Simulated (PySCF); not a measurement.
PySCF input for C4H9O2, SMILES [CH2]OCCOC, multiplicity 2, C-PCM-B3LYP/def2-SVP. The structure is a stationary point at PBE0-D3(BJ)/def2-SVP. The isomer is the one that the SMILES or the coordinates give; other isomers of the formula were not compared. Other conformers were not sampled.

```python
import numpy as np
from pyscf import gto, scf, dft
from pyscf.solvent import pcm

mol = gto.M(
    atom='''
    C     2.74549004    0.34971121   -0.35699938
    O     1.43827452    0.53283262   -0.10552184
    C     0.78741720   -0.52380203    0.55229779
    C    -0.66969117   -0.19139027    0.72079234
    O    -1.31224532   -0.25999785   -0.51255392
    C    -2.65021272    0.11850575   -0.46067859
    H     3.30853211   -0.34684323    0.27600626
    H     3.23367474    1.21066946   -0.81531208
    H     1.24331659   -0.69113497    1.54788419
    H     0.88497344   -1.45750353   -0.03108291
    H    -0.75915986    0.82189515    1.16453206
    H    -1.11593069   -0.90597325    1.44520454
    H    -3.24089642   -0.52685656    0.22124022
    H    -3.06773072    0.02772807   -1.47306917
    H    -2.77303286    1.16719268   -0.12326993
    ''',
    basis='def2-SVP',
    charge=0,
    spin=1,
    max_memory=1600,
    verbose=3,
)
mf = dft.UKS(mol, xc='b3lyp').density_fit(auxbasis='def2-universal-jkfit')
mf.grids.level = 3
mf.conv_tol = 1e-9
mf.max_cycle = 100
mf.kernel()
fine, coarse = mf.grids, dft.Grids(mol).set(level=1).build(with_non0tab=True)
for _ in range(3):  # follow internal instabilities
    mf.grids = coarse
    mo, _, stable, _ = mf.stability(return_status=True, nroots=4)
    mf.grids = fine
    if stable:
        break
    mf.kernel(mf.make_rdm1(mo, mf.mo_occ))
res = {}
for name, eps in {'water': 78.355, 'tetrahydrofuran': 7.4257, 'acetonitrile': 35.688}.items():
    s = mf.PCM()
    s.with_solvent.method, s.with_solvent.eps, s.with_solvent.lebedev_order = 'C-PCM', eps, 29
    s.kernel(mf.make_rdm1())
    res[name] = (s.e_tot, eps, s.dip_moment(), s.mo_energy, s.converged)
    print(f'{name}: electrostatic solvation free energy {(s.e_tot - mf.e_tot) * 627.509474:.3f} kcal/mol')
```

Output:

```

WARN: HOMO -0.161329398083839 >= LUMO -0.161329398083838

converged SCF energy = -307.966175124537  <S^2> = 0.75303198  2S+1 = 2.0030297
<class 'pyscf.df.df_jk.DFUKS'> wavefunction is stable in the internal stability analysis

WARN: PCM is an experimental feature. It is still in testing.
Features and APIs may be changed in the future.

converged SCF energy = -307.973410675689  <S^2> = 0.75300196  2S+1 = 2.0029997
Dipole moment(X, Y, Z, Debye): -0.94291, -0.65576,  2.30955
water: electrostatic solvation free energy -4.540 kcal/mol

WARN: PCM is an experimental feature. It is still in testing.
Features and APIs may be changed in the future.

converged SCF energy = -307.972384740615  <S^2> = 0.75300626  2S+1 = 2.003004
Dipole moment(X, Y, Z, Debye): -0.92628, -0.62696,  2.21449
tetrahydrofuran: electrostatic solvation free energy -3.897 kcal/mol

WARN: PCM is an experimental feature. It is still in testing.
Features and APIs may be changed in the future.

converged SCF energy = -307.973279739586  <S^2> = 0.75300251  2S+1 = 2.0030003
Dipole moment(X, Y, Z, Debye): -0.94079, -0.65204,  2.29727
acetonitrile: electrostatic solvation free energy -4.458 kcal/mol
```

The calculation finished and met its thresholds.

Cost: very roughly 8 core-minutes.
